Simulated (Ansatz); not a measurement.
Steps of a relaxation of `CC(Br)BS` with RKS PBE-D4/def2-SVP.

```sh
$ ansatz run in.yaml --threads 4 --pin off --events-out ev --progress --plain --max-ram 10444MiB
```

```yaml
crystal:
  periodic: [false, false, false]
  atoms:
    - {symbol: C, position_ang: [-0.640200, -0.809200, 0.774200]}
    - {symbol: C, position_ang: [0.321400, 0.370100, 0.662300]}
    - {symbol: Br, position_ang: [1.854300, -0.047000, 1.719100]}
    - {symbol: B, position_ang: [0.841000, 0.636000, -0.853700]}
    - {symbol: S, position_ang: [-0.488200, 1.203300, -2.142400]}
    - {symbol: H, position_ang: [-0.971300, -0.905700, 1.823500]}
    - {symbol: H, position_ang: [-0.232300, -1.707200, 0.369200]}
    - {symbol: H, position_ang: [-1.571900, -0.498300, 0.187400]}
    - {symbol: H, position_ang: [-0.124400, 1.322400, 1.102900]}
    - {symbol: H, position_ang: [1.896400, 0.488800, -1.153600]}
    - {symbol: H, position_ang: [-0.819500, -0.110300, -2.468200]}
basis:
  gaussian: {orbitals: def2-SVP}
hamiltonian: {xc: pbe, dispersion: d4}
relax: {f_tol: 0.03, max_steps: 200}
```

Positions (Å) and forces (eV/Å) along the path, 13 of 20 steps:

```xyz
11
step=1 energy=-83696.3212 eV
C    -0.640   -0.809    0.774   -2.081    2.287   -0.256
C     0.321    0.370    0.662   -0.080    0.764   -1.210
Br    1.854   -0.047    1.719    1.335   -0.110    1.066
B     0.841    0.636   -0.854   -4.318    0.456    1.138
S    -0.488    1.203   -2.142    0.438   -0.740    0.352
H    -0.971   -0.906    1.823    0.125   -0.369    0.076
H    -0.232   -1.707    0.369    0.508   -1.274   -0.360
H    -1.572   -0.498    0.187    0.659   -0.529    0.348
H    -0.124    1.322    1.103    0.179   -0.733   -0.443
H     1.896    0.489   -1.154    2.990   -0.354   -0.948
H    -0.820   -0.110   -2.468    0.245    0.602    0.239
11
step=4 energy=-83696.7675 eV
C    -0.691   -0.783    0.742    0.122   -0.005    0.012
C     0.357    0.335    0.608   -0.143   -0.255   -0.037
Br    1.895   -0.015    1.807    0.044   -0.012    0.035
B     0.818    0.644   -0.863    0.151    0.065   -0.102
S    -0.486    1.200   -2.086    0.132   -0.139   -0.131
H    -1.012   -0.904    1.795    0.008    0.017   -0.015
H    -0.289   -1.758    0.394   -0.015    0.074    0.023
H    -1.579   -0.527    0.131   -0.052    0.011   -0.018
H    -0.088    1.279    0.995    0.027    0.032    0.004
H     1.983    0.579   -1.229   -0.148    0.122    0.108
H    -0.840   -0.108   -2.273   -0.126    0.090    0.121
11
step=7 energy=-83697.1805 eV
C    -0.696   -0.809    0.698    0.243   -0.119    0.058
C     0.351    0.293    0.531    0.023   -0.363    0.231
Br    1.857   -0.030    1.803   -0.046   -0.031   -0.049
B     0.900    0.628   -0.907    0.166    0.551   -0.445
S    -0.275    1.057   -2.251   -0.430   -1.792    0.589
H    -1.039   -0.878    1.749   -0.066    0.033   -0.046
H    -0.280   -1.802    0.418   -0.063    0.100   -0.025
H    -1.571   -0.592    0.054   -0.120   -0.026    0.000
H    -0.079    1.251    0.899    0.057    0.030   -0.036
H     2.098    0.798   -1.139   -0.438    0.159    0.092
H    -1.201    0.028   -1.835    0.674    1.459   -0.370
11
step=9 energy=-83697.5387 eV
C    -0.710   -0.791    0.697   -0.045    0.040    0.105
C     0.385    0.255    0.535   -0.089    0.004    0.115
Br    1.901   -0.182    1.743    0.050   -0.035   -0.044
B     0.896    0.674   -0.892   -0.026    0.027   -0.175
S    -0.156    0.700   -2.346   -0.029   -0.204    0.141
H    -1.062   -0.846    1.746    0.015   -0.007   -0.018
H    -0.363   -1.801    0.404    0.014    0.029   -0.066
H    -1.591   -0.523    0.074   -0.008   -0.033   -0.002
H     0.030    1.235    0.931   -0.037    0.014    0.125
H     2.003    1.149   -1.051   -0.077    0.004   -0.070
H    -1.267    0.073   -1.822    0.231    0.162   -0.110
11
step=10 energy=-83697.5664 eV
C    -0.730   -0.762    0.701   -0.141   -0.043    0.046
C     0.370    0.279    0.552   -0.110    0.332    0.143
Br    1.925   -0.250    1.678    0.030   -0.003   -0.086
B     0.869    0.721   -0.879    0.217   -0.288    0.058
S    -0.073    0.544   -2.376   -0.131    0.087   -0.136
H    -1.032   -0.888    1.763    0.055    0.005   -0.112
H    -0.408   -1.754    0.316   -0.035    0.114    0.007
H    -1.642   -0.447    0.142    0.089   -0.032    0.038
H     0.052    1.250    1.010   -0.011   -0.154    0.080
H     1.950    1.242   -1.038    0.009    0.069    0.005
H    -1.214    0.009   -1.847    0.030   -0.088   -0.045
11
step=11 energy=-83697.5819 eV
C    -0.762   -0.720    0.714   -0.221   -0.276    0.015
C     0.354    0.303    0.578   -0.063    0.372    0.075
Br    1.970   -0.339    1.579   -0.115    0.039   -0.118
B     0.868    0.724   -0.862   -0.100    0.121   -0.356
S    -0.010    0.430   -2.420    0.279    0.155    0.481
H    -1.007   -0.922    1.786    0.070    0.028   -0.336
H    -0.479   -1.691    0.227   -0.138    0.339    0.205
H    -1.702   -0.347    0.224    0.305   -0.075    0.143
H     0.085    1.262    1.105    0.121   -0.371   -0.124
H     1.885    1.388   -0.996   -0.128   -0.179    0.013
H    -1.137   -0.146   -1.914   -0.010   -0.154    0.003
11
step=12 energy=-83697.6114 eV
C    -0.775   -0.700    0.706   -0.188   -0.187   -0.010
C     0.343    0.323    0.580   -0.015    0.274    0.141
Br    1.976   -0.368    1.519   -0.091    0.031   -0.078
B     0.853    0.761   -0.855    0.088   -0.019   -0.154
S     0.001    0.415   -2.397    0.032    0.003    0.216
H    -0.999   -0.937    1.773    0.044    0.040   -0.263
H    -0.512   -1.654    0.183   -0.093    0.275    0.180
H    -1.718   -0.302    0.248    0.234   -0.068    0.120
H     0.095    1.262    1.146    0.097   -0.313   -0.122
H     1.882    1.405   -0.988   -0.209   -0.049    0.019
H    -1.080   -0.262   -1.897    0.101    0.013   -0.049
11
step=13 energy=-83697.6378 eV
C    -0.795   -0.670    0.731   -0.098    0.062   -0.069
C     0.339    0.330    0.592   -0.032   -0.104    0.181
Br    1.981   -0.450    1.436    0.051    0.038   -0.083
B     0.825    0.781   -0.840    0.048    0.021   -0.121
S     0.069    0.376   -2.406   -0.044   -0.053   -0.022
H    -0.988   -0.942    1.786    0.017    0.021    0.033
H    -0.584   -1.604    0.174    0.001   -0.018   -0.023
H    -1.729   -0.227    0.324   -0.047    0.000   -0.021
H     0.148    1.235    1.208    0.020   -0.012   -0.018
H     1.784    1.512   -0.978    0.001    0.034    0.071
H    -0.986   -0.400   -2.006    0.084    0.013    0.072
11
step=14 energy=-83697.6613 eV
C    -0.833   -0.635    0.728    0.104    0.006    0.042
C     0.332    0.332    0.606   -0.046    0.037    0.087
Br    2.033   -0.508    1.292   -0.189    0.028   -0.092
B     0.806    0.813   -0.821    0.119    0.031   -0.106
S     0.130    0.299   -2.392   -0.119   -0.104   -0.033
H    -1.005   -0.941    1.776   -0.026   -0.012    0.051
H    -0.666   -1.554    0.132   -0.009   -0.008   -0.020
H    -1.761   -0.143    0.361    0.019    0.007    0.004
H     0.197    1.209    1.275    0.045   -0.077   -0.023
H     1.706    1.625   -0.941   -0.094   -0.033    0.044
H    -0.873   -0.555   -1.996    0.197    0.124    0.045
11
step=17 energy=-83697.6898 eV
C    -0.895   -0.579    0.757    0.026    0.019   -0.034
C     0.294    0.345    0.599    0.053   -0.047    0.036
Br    2.016   -0.630    1.005   -0.078    0.031   -0.012
B     0.765    0.872   -0.815    0.108   -0.052   -0.123
S     0.286    0.188   -2.403   -0.043    0.029    0.108
H    -0.995   -0.956    1.793    0.003   -0.008    0.020
H    -0.829   -1.457    0.083   -0.010   -0.018   -0.009
H    -1.823   -0.022    0.506   -0.003    0.007   -0.002
H     0.288    1.151    1.356   -0.012    0.040    0.023
H     1.540    1.806   -0.893   -0.073   -0.019    0.014
H    -0.580   -0.776   -1.966    0.028    0.017   -0.021
11
step=18 energy=-83697.6916 eV
C    -0.889   -0.580    0.753   -0.004    0.020   -0.010
C     0.301    0.343    0.600    0.041   -0.074    0.000
Br    2.012   -0.638    1.022   -0.026    0.033   -0.003
B     0.775    0.862   -0.816    0.001    0.053   -0.015
S     0.271    0.197   -2.397   -0.016   -0.008   -0.018
H    -0.996   -0.953    1.790    0.002   -0.008    0.014
H    -0.822   -1.461    0.083   -0.002   -0.016   -0.009
H    -1.815   -0.022    0.494   -0.017    0.008   -0.004
H     0.287    1.156    1.349    0.007    0.031    0.037
H     1.528    1.811   -0.896    0.006   -0.028    0.012
H    -0.587   -0.771   -1.960    0.007   -0.012   -0.005
11
step=19 energy=-83697.6919 eV
C    -0.890   -0.580    0.752    0.000    0.009    0.002
C     0.302    0.342    0.600    0.029   -0.033    0.008
Br    2.013   -0.632    1.025   -0.015    0.006   -0.003
B     0.773    0.863   -0.816    0.008    0.023   -0.007
S     0.262    0.202   -2.398    0.005   -0.011   -0.013
H    -0.996   -0.955    1.788    0.000   -0.005    0.005
H    -0.824   -1.460    0.081   -0.001   -0.008   -0.004
H    -1.815   -0.020    0.495   -0.005    0.003   -0.003
H     0.287    1.156    1.350   -0.005    0.015    0.009
H     1.535    1.804   -0.896   -0.009   -0.003    0.004
H    -0.582   -0.778   -1.961   -0.007    0.002    0.000
11
step=20 energy=-83697.6920 eV
C    -0.890   -0.578    0.751    0.003   -0.019    0.000
C     0.305    0.340    0.601   -0.006   -0.002   -0.002
Br    2.012   -0.635    1.029   -0.002    0.000   -0.007
B     0.772    0.865   -0.817    0.011    0.009    0.002
S     0.264    0.198   -2.399    0.000    0.003    0.012
H    -0.996   -0.957    1.786   -0.002    0.008    0.005
H    -0.826   -1.458    0.079    0.000    0.003   -0.004
H    -1.814   -0.016    0.495    0.003    0.001    0.004
H     0.290    1.154    1.352   -0.003    0.008   -0.007
H     1.529    1.810   -0.897   -0.004   -0.010    0.001
H    -0.582   -0.780   -1.959    0.001   -0.001   -0.002
```

Run time 16 s (4 threads of an Intel Xeon 6975P-C on a shared host); peak host memory 0.2 GiB.
